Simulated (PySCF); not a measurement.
**Complete the spectrum of C3H12N2Si**

Species: C3H12N2Si.
SMILES: `CC(C)N[SiH2]N`

Theory: PySCF 2.14.0, density-fitted response routines, TDDFT CAM-B3LYP/def2-SVPD, vertical, gas phase, core orbitals frozen in the response. One conformer (not necessarily the lowest) at the PBE0-D3(BJ)/def2-SVP geometry, without solvent, vibrations or thermal averaging. Torsions of this conformer, `[CH3:1][CH:2]([CH3:3])[NH:4][SiH2:5][NH2:6]`: C1–C2–N4–Si5 70°, C2–N4–Si5–N6 -156°, H–N6–Si5–N4 -154°, H–N6–Si5–N4 60°.

Lowest singlets, with some entries withheld (?).

| state | λ (nm) | f | main configurations (H = HOMO, L = LUMO) |
| --- | --- | --- | --- |
| S1 | 199.0 | ? | H→L+1 (42%), H→L (35%), H→L+2 (14%) |
| S2 | 190.9 | ? | H-1→L (39%), H→L (25%), H→L+1 (20%) |
| S3 | 184.6 | ? | H-1→L (38%), H→L (25%), H→L+1 (18%) |
| S4 | 171.5 | ? | H→L+2 (77%), H→L+1 (8%) |
| S5 | 167.3 | ? | H→L+4 (67%), H→L+3 (8%) |
| S6 | 161.7 | ? | H→L+3 (65%), H-1→L+1 (14%) |
| S7 | 160.7 | ? | H-1→L+1 (32%), H→L+4 (18%), H-1→L+4 (17%) |
| S8 | 155.4 | ? | H-1→L+2 (34%), H→L+5 (17%), H-1→L+5 (9%) |
| S9 | 152.9 | ? | H→L+5 (35%), H→L+6 (20%) |
| S10 | 151.2 | ? | H→L+6 (48%), H→L+5 (13%), H→L+8 (13%) |

Question: What stands in place of each question mark?

Answer: 
- S1: f = 0.017
- S2: f = 0.028
- S3: f = 0.024
- S4: f = 0.0077
- S5: f = 0.011
- S6: f = 0.046
- S7: f = 0.013
- S8: f = 0.014
- S9: f = 0.030
- S10: f = 0.037

Question: Where do the lowest triplets lie (Tamm–Dancoff)?

Answer: T1 6.01 eV, H→L+1 (38%), H→L (30%), H→L+2 (19%); T2 6.17 eV, H-1→L (51%), H-1→L+1 (14%), H→L (13%); T3 6.42 eV, H→L (37%), H→L+1 (23%), H-1→L (18%); T4 7.07 eV, H→L+2 (65%), H→L+1 (12%), H→L (10%). E(S1) − E(T1) = +0.23 eV.

Question: Which level carries the most intensity, and what share of the listed sum of f?

Answer: S6, with f = 0.046 of 0.227, 20%.

Question: What is the mean static polarisability from the same response equations?

Answer: 80.8 au (11.97 Å³), with principal values 72.8, 77.9 and 91.7 au.

All these states lie below the vertical ionisation energy of 8.70 eV (ΔSCF).
